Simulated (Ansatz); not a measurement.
Ansatz (a quantum-chemistry and plane-wave program) input file for CH3AlClIO, SMILES C[O][Al]([Cl])[I], B3LYP-D3(BJ)/def2-SVP. 

Ansatz 0.2 input:
```yaml
crystal:
  periodic: [false, false, false]
  atoms:
    - {symbol: Al, position_ang: [-0.34433053, -0.91498290, -0.05098523]}
    - {symbol: Cl, position_ang: [-0.69079507, -2.16387391, 1.49717019]}
    - {symbol: I, position_ang: [0.54579424, 1.40554414, 0.29775380]}
    - {symbol: O, position_ang: [-0.62926275, -1.36231655, -1.60356188]}
    - {symbol: C, position_ang: [-0.83441126, -1.63285535, -2.96333819]}
    - {symbol: H, position_ang: [-0.20033205, -2.46671988, -3.27038242]}
    - {symbol: H, position_ang: [-1.88031142, -1.89729544, -3.13027024]}
    - {symbol: H, position_ang: [-0.58606841, -0.75352495, -3.56086029]}
basis:
  gaussian:
    orbitals: def2-SVP
hamiltonian:
  xc: b3lyp
  dispersion: d3bj
relax: {f_tol: 0.002, max_steps: 200}
```

Output:

```
WARN ansatz: RAYON_NUM_THREADS=1 ignored (pool sized by the plan → 1); use --threads N
Functional definition: B3LYP
integrals: 0.06 GiB planned
1178 factors; integrals over basis functions are off by at most 3.9e-4 eV
mean field: 0.53 GiB planned
mean field evaluation 1: about -30347.2915 eV, gradient 5.3e1 eV
mean field evaluation 2: about -30326.8151 eV, gradient 1.1e2 eV
mean field evaluation 4: about -30352.9787 eV, gradient 5.6e0 eV
mean field evaluation 8: about -30353.0641 eV, gradient 1.3e-1 eV
mean field evaluation 16: about -30353.0642 eV, gradient 2.0e-5 eV
mean field -30353.06415119 eV, -1115.4545335105 hartree, gradient 2.0e-5 eV, S^2 0.000000; 0 other end points of the search recorded, 0 dependent functions left out
the calculation of the forces begins
reference -30353.06440964 eV, -1115.4545430083 hartree; 36, 36 occupied and 69, 69 virtual orbitals, 1178 factors
relax step   1: F+E_penalty+E_count = -30353.41838083 eV  Δ(F+E_penalty+E_count) = +0.000e0 eV  max|allowed force component| = 1.496e0 eV/Å  Δτ_max = 0.0000 Å  (28 SCF iters, accepted)
these checks for a lower state are left out or cut short: starts, cluster_reference, orbital_swaps, neighbouring_geometries, increment
integrals: 0.06 GiB planned
1178 factors; integrals over basis functions are off by at most 4.3e-4 eV
mean field: 0.53 GiB planned
mean field -30353.14730216 eV, -1115.4575892522 hartree, gradient 9.9e-6 eV, S^2 0.000000; 0 other end points of the search recorded, 0 dependent functions left out
the calculation of the forces begins
reference -30353.14756115 eV, -1115.4575987699 hartree; 36, 36 occupied and 69, 69 virtual orbitals, 1178 factors
relax step   2: F+E_penalty+E_count = -30353.50003165 eV  Δ(F+E_penalty+E_count) = -8.165e-2 eV  max|allowed force component| = 4.588e-1 eV/Å  Δτ_max = 0.0905 Å  (32 SCF iters, accepted)
these checks for a lower state are left out or cut short: starts, cluster_reference, orbital_swaps, neighbouring_geometries, increment
integrals: 0.06 GiB planned
1178 factors; integrals over basis functions are off by at most 4.3e-4 eV
mean field: 0.53 GiB planned
mean field -30353.15337401 eV, -1115.4578123887 hartree, gradient 8.8e-6 eV, S^2 0.000000; 0 other end points of the search recorded, 0 dependent functions left out
the calculation of the forces begins
reference -30353.15363270 eV, -1115.4578218952 hartree; 36, 36 occupied and 69, 69 virtual orbitals, 1178 factors
relax step   3: F+E_penalty+E_count = -30353.50474738 eV  Δ(F+E_penalty+E_count) = -4.716e-3 eV  max|allowed force component| = 2.061e-1 eV/Å  Δτ_max = 0.0192 Å  (32 SCF iters, accepted)
these checks for a lower state are left out or cut short: starts, cluster_reference, orbital_swaps, neighbouring_geometries, increment
integrals: 0.06 GiB planned
1178 factors; integrals over basis functions are off by at most 4.3e-4 eV
mean field: 0.53 GiB planned
mean field evaluation 32: about -30353.1366 eV, gradient 7.1e-3 eV
mean field -30353.15381626 eV, -1115.4578286409 hartree, gradient 8.5e-6 eV, S^2 0.000000; 0 other end points of the search recorded, 0 dependent functions left out
the calculation of the forces begins
reference -30353.15407454 eV, -1115.4578381325 hartree; 36, 36 occupied and 69, 69 virtual orbitals, 1178 factors
relax step   4: F+E_penalty+E_count = -30353.50561564 eV  Δ(F+E_penalty+E_count) = -8.683e-4 eV  max|allowed force component| = 1.623e-1 eV/Å  Δτ_max = 0.0233 Å  (31 SCF iters, accepted)
these checks for a lower state are left out or cut short: starts, cluster_reference, orbital_swaps, neighbouring_geometries, increment
integrals: 0.06 GiB planned
1178 factors; integrals over basis functions are off by at most 4.3e-4 eV
mean field: 0.53 GiB planned
mean field -30353.15660205 eV, -1115.4579310170 hartree, gradient 8.6e-6 eV, S^2 0.000000; 0 other end points of the search recorded, 0 dependent functions left out
the calculation of the forces begins
reference -30353.15685998 eV, -1115.4579404955 hartree; 36, 36 occupied and 69, 69 virtual orbitals, 1178 factors
relax step   5: F+E_penalty+E_count = -30353.50833423 eV  Δ(F+E_penalty+E_count) = -2.719e-3 eV  max|allowed force component| = 5.536e-2 eV/Å  Δτ_max = 0.0163 Å  (32 SCF iters, accepted)
these checks for a lower state are left out or cut short: starts, cluster_reference, orbital_swaps, neighbouring_geometries, increment
integrals: 0.06 GiB planned
1178 factors; integrals over basis functions are off by at most 4.3e-4 eV
[...]
reference -30353.18497147 eV, -1115.4589735736 hartree; 36, 36 occupied and 69, 69 virtual orbitals, 1178 factors
relax step  10: F+E_penalty+E_count = -30353.54677148 eV  Δ(F+E_penalty+E_count) = -8.954e-3 eV  max|allowed force component| = 2.670e-1 eV/Å  Δτ_max = 0.0767 Å  (30 SCF iters, accepted)
these checks for a lower state are left out or cut short: starts, cluster_reference, orbital_swaps, neighbouring_geometries, increment
integrals: 0.06 GiB planned
1178 factors; integrals over basis functions are off by at most 3.8e-4 eV
mean field: 0.53 GiB planned
mean field -30353.18419967 eV, -1115.4589452106 hartree, gradient 1.2e-5 eV, S^2 0.000000; 0 other end points of the search recorded, 0 dependent functions left out
the calculation of the forces begins
reference -30353.18445605 eV, -1115.4589546324 hartree; 36, 36 occupied and 69, 69 virtual orbitals, 1178 factors
relax step  11: F+E_penalty+E_count = -30353.55288014 eV  Δ(F+E_penalty+E_count) = -6.109e-3 eV  max|allowed force component| = 2.626e-1 eV/Å  Δτ_max = 0.1371 Å  (29 SCF iters, accepted)
these checks for a lower state are left out or cut short: starts, cluster_reference, orbital_swaps, neighbouring_geometries, increment
integrals: 0.06 GiB planned
1178 factors; integrals over basis functions are off by at most 3.7e-4 eV
mean field: 0.53 GiB planned
mean field -30353.18482337 eV, -1115.4589681311 hartree, gradient 8.0e-6 eV, S^2 0.000000; 0 other end points of the search recorded, 0 dependent functions left out
the calculation of the forces begins
reference -30353.18507987 eV, -1115.4589775576 hartree; 36, 36 occupied and 69, 69 virtual orbitals, 1178 factors
relax step  12: F+E_penalty+E_count = -30353.55580246 eV  Δ(F+E_penalty+E_count) = -2.922e-3 eV  max|allowed force component| = 1.002e-1 eV/Å  Δτ_max = 0.0392 Å  (31 SCF iters, accepted)
these checks for a lower state are left out or cut short: starts, cluster_reference, orbital_swaps, neighbouring_geometries, increment
integrals: 0.06 GiB planned
1178 factors; integrals over basis functions are off by at most 3.8e-4 eV
mean field: 0.53 GiB planned
mean field evaluation 96: about -30353.1797 eV, gradient 1.1e-1 eV
mean field -30353.17974109 eV, -1115.4587813610 hartree, gradient 8.5e-6 eV, S^2 0.000000; 0 other end points of the search recorded, 0 dependent functions left out
the calculation of the forces begins
reference -30353.17999699 eV, -1115.4587907650 hartree; 36, 36 occupied and 69, 69 virtual orbitals, 1178 factors
relax step  13: F+E_penalty+E_count = -30353.55075991 eV  Δ(F+E_penalty+E_count) = +5.043e-3 eV  max|allowed force component| = 2.307e-1 eV/Å  Δτ_max = 0.0542 Å  (30 SCF iters, rejected (line search))
these checks for a lower state are left out or cut short: starts, cluster_reference, orbital_swaps, neighbouring_geometries, increment
integrals: 0.06 GiB planned
1178 factors; integrals over basis functions are off by at most 3.7e-4 eV
mean field: 0.53 GiB planned
mean field -30353.18612422 eV, -1115.4590159368 hartree, gradient 8.0e-6 eV, S^2 0.000000; 0 other end points of the search recorded, 0 dependent functions left out
the calculation of the forces begins
reference -30353.18638058 eV, -1115.4590253576 hartree; 36, 36 occupied and 69, 69 virtual orbitals, 1178 factors
relax step  14: F+E_penalty+E_count = -30353.55677891 eV  Δ(F+E_penalty+E_count) = -9.764e-4 eV  max|allowed force component| = 4.747e-3 eV/Å  Δτ_max = 0.0162 Å  (31 SCF iters, accepted)
these checks for a lower state are left out or cut short: starts, cluster_reference, orbital_swaps, neighbouring_geometries, increment
integrals: 0.06 GiB planned
1178 factors; integrals over basis functions are off by at most 3.7e-4 eV
mean field: 0.53 GiB planned
mean field -30353.18618735 eV, -1115.4590182565 hartree, gradient 1.2e-5 eV, S^2 0.000000; 0 other end points of the search recorded, 0 dependent functions left out
the calculation of the forces begins
reference -30353.18644371 eV, -1115.4590276777 hartree; 36, 36 occupied and 69, 69 virtual orbitals, 1178 factors
relax step  15: F+E_penalty+E_count = -30353.55679234 eV  Δ(F+E_penalty+E_count) = -1.343e-5 eV  max|allowed force component| = 4.030e-3 eV/Å  Δτ_max = 0.0067 Å  (23 SCF iters, accepted)
these checks for a lower state are left out or cut short: starts, cluster_reference, orbital_swaps, neighbouring_geometries, increment
integrals: 0.06 GiB planned
1178 factors; integrals over basis functions are off by at most 3.7e-4 eV
mean field: 0.53 GiB planned
mean field -30353.18622328 eV, -1115.4590195771 hartree, gradient 8.9e-6 eV, S^2 0.000000; 0 other end points of the search recorded, 0 dependent functions left out
the calculation of the forces begins
reference -30353.18647964 eV, -1115.4590289979 hartree; 36, 36 occupied and 69, 69 virtual orbitals, 1178 factors
relax step  16: F+E_penalty+E_count = -30353.55680954 eV  Δ(F+E_penalty+E_count) = -1.720e-5 eV  max|allowed force component| = 5.738e-4 eV/Å  Δτ_max = 0.0053 Å  (24 SCF iters, accepted)
these checks for a lower state are left out or cut short: starts, cluster_reference, orbital_swaps, neighbouring_geometries, increment
integrals: 0.06 GiB planned
1178 factors; integrals over basis functions are off by at most 3.7e-4 eV
mean field: 0.53 GiB planned
mean field -30353.18626726 eV, -1115.4590211931 hartree, gradient 2.1e-5 eV, S^2 0.000000; 0 other end points of the search recorded, 0 dependent functions left out
the calculation of the forces begins
reference -30353.18652360 eV, -1115.4590306136 hartree; 36, 36 occupied and 69, 69 virtual orbitals, 1178 factors
relax step  17: F+E_penalty+E_count = -30353.55682206 eV  Δ(F+E_penalty+E_count) = -1.252e-5 eV  max|allowed force component| = 2.343e-3 eV/Å  Δτ_max = 0.0106 Å  (23 SCF iters, accepted)
these checks for a lower state are left out or cut short: starts, cluster_reference, orbital_swaps, neighbouring_geometries, increment
integrals: 0.06 GiB planned
1178 factors; integrals over basis functions are off by at most 3.7e-4 eV
mean field: 0.53 GiB planned
mean field evaluation 128: about -30353.1863 eV, gradient 9.5e-5 eV
mean field -30353.18627648 eV, -1115.4590215319 hartree, gradient 1.0e-5 eV, S^2 0.000000; 0 other end points of the search recorded, 0 dependent functions left out
the calculation of the forces begins
reference -30353.18653282 eV, -1115.4590309523 hartree; 36, 36 occupied and 69, 69 virtual orbitals, 1178 factors
relax step  18: F+E_penalty+E_count = -30353.55682425 eV  Δ(F+E_penalty+E_count) = -2.187e-6 eV  max|allowed force component| = 1.033e-3 eV/Å  Δτ_max = 0.0045 Å  (23 SCF iters, accepted)
integrals: 0.06 GiB planned
1178 factors; integrals over basis functions are off by at most 3.7e-4 eV
mean field: 0.53 GiB planned
mean field -30353.18627648 eV, -1115.4590215319 hartree, gradient 1.0e-5 eV, S^2 0.000000; 1 other end points of the search recorded, 0 dependent functions left out
the calculation of the forces begins
reference -30353.18653282 eV, -1115.4590309523 hartree; 36, 36 occupied and 69, 69 virtual orbitals, 1178 factors
Total energy: -30353.55708059 eV, -1115.4726483319 hartree
Atom 0 at    -0.389192    -1.021784    -0.089488 Å, force     0.000533    -0.000203    -0.000462 eV/Å
Atom 1 at    -0.623132    -2.041207     1.718373 Å, force    -0.000148    -0.000122     0.000217 eV/Å
Atom 2 at     0.451464     1.296717    -0.147039 Å, force    -0.000142     0.000213    -0.000104 eV/Å
Atom 3 at    -0.788256    -1.820689    -1.513091 Å, force    -0.000637     0.000117    -0.000208 eV/Å
Atom 4 at    -0.810050    -1.590314    -2.895333 Å, force     0.001033    -0.000735     0.000269 eV/Å
Atom 5 at    -0.163370    -2.320398    -3.412223 Å, force    -0.000733     0.000724     0.000253 eV/Å
Atom 6 at    -1.835550    -1.713182    -3.284676 Å, force     0.000308     0.000181     0.000020 eV/Å
Atom 7 at    -0.461631    -0.575168    -3.160997 Å, force    -0.000214    -0.000175     0.000015 eV/Å
Dipole moment:    -0.014521     0.038238    -0.370594 e Å
```

The run converged.

Cost: about 90 core-seconds (a rough figure).
